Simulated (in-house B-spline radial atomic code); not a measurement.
## Removing one electron from the gold ion Au⁶¹⁺

Closed shell [Ne] 3s2 3p6. Computed with a B-spline radial code for spherical atoms: Koopmans values of Dirac-Hartree-Fock plus a diagonal self-energy, in second order or with its direct term screened (direct RPA, with the hole-particle interaction, or full time-dependent Hartree-Fock), linearised in energy; no-pair Dirac-Coulomb Hamiltonian, finite nucleus. Shifts add to the Koopmans value (the ΔSCF shift is orbital relaxation alone); the final value takes TDHF screening with Breit and QED.

Command:
```bash
python run_mb.py task.json out
```
Settings (nuclear radius in fm, box in bohr, cutoff in hartree):
```
basis_form          2
Z                   79
core_configuration  [Ne] 3s2 3p6
rms_radius          5.4371
mass_number         197
speed_of_light      137.036
box_radius          2.213
lmax                7
intervals           56
virtual_cutoff      24964.0
```

Cost of the run: 6.8 s on 1 thread of AMD EPYC 7R43 64-Core Processor (shared host).

Energies in eV:

| subshell | Koopmans | ΔSCF shift | second order | direct RPA | hole-particle | TDHF | Breit + QED | final |
| --- | --- | --- | --- | --- | --- | --- | --- | --- |
| 3p3/2 | 6732.80 | -1.074 | ? | ? | ? | ? | ? | ? |

**Question.** What does the self-energy do to 3p3/2?

**Answer.** It shifts the removal energy by 1.905 eV in second order, 1.469 with direct RPA, 1.655 with the hole-particle term and 1.750 with TDHF screening (quasi-particle weight 0.996); Breit and QED add -8.167 eV. The final value is 6726.38 eV, against 6724 ± 12 eV (NIST, tabulated theory).
